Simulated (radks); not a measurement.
The thallium ion Tl+, configuration [Hg].

Method: scalar-relativistic Kohn-Sham, PBE, spin-polarised, spherical densities, finite nucleus; Fermi nuclear charge, rms radius 5.4759 fm; computed with a radial shooting solver on a logarithmic mesh with Libxc functionals.

Energy parts (hartree):
total: -20240.5032
kinetic: 22782.7666
electron-nucleus: -50444.0267
Hartree: 7798.8323
exchange-correlation: -378.0755

Orbitals (lengths in bohr, moments of r in powers of bohr; r(90%) holds 90 % of the orbital's charge):
orbital,occ.,eigenvalue (hartree),r(90%),<r>
1s,2,-3145.301,0.0299,0.01632
2s,2,-560.2833,0.107,0.06876
2p,6,-482.1173,0.102,0.06235
3s,2,-133.9422,0.260,0.1776
3p,6,-111.4313,0.268,0.1793
3d,10,-88.05886,0.252,0.1624
4s,2,-30.10102,0.561,0.3917
4p,6,-22.71855,0.605,0.4176
4d,10,-14.05014,0.655,0.4398
5s,2,-5.07801,1.25,0.8774
4f,14,-4.45840,0.745,0.4676
5p,6,-3.06484,1.46,1.008
5d,10,-0.83647,2.12,1.383
6s,2,-0.59901,3.51,2.389

The highest occupied level is 6s at -16.300 eV. The electron density at the nucleus is 2.72e+06 e/bohr^3 (large components only). For comparison, the ionisation energy in NIST's Atomic Spectra Database is 20.428 eV (measured). In exact Kohn-Sham theory the highest level is minus the ionisation energy, but local and semilocal functionals leave it too shallow, through self-interaction and a potential that decays too fast; potentials with the right tail come closer. The density falls to 0.001 e/bohr^3 at r = 3.95 bohr. Summed over all electrons, <r^2> = 52.04 bohr^2, which gives a Langevin (diamagnetic) susceptibility term of -41.2 x 10^-6 cm^3/mol.

Beside tabulated values, note that scalar-relativistic runs lack spin-orbit coupling.
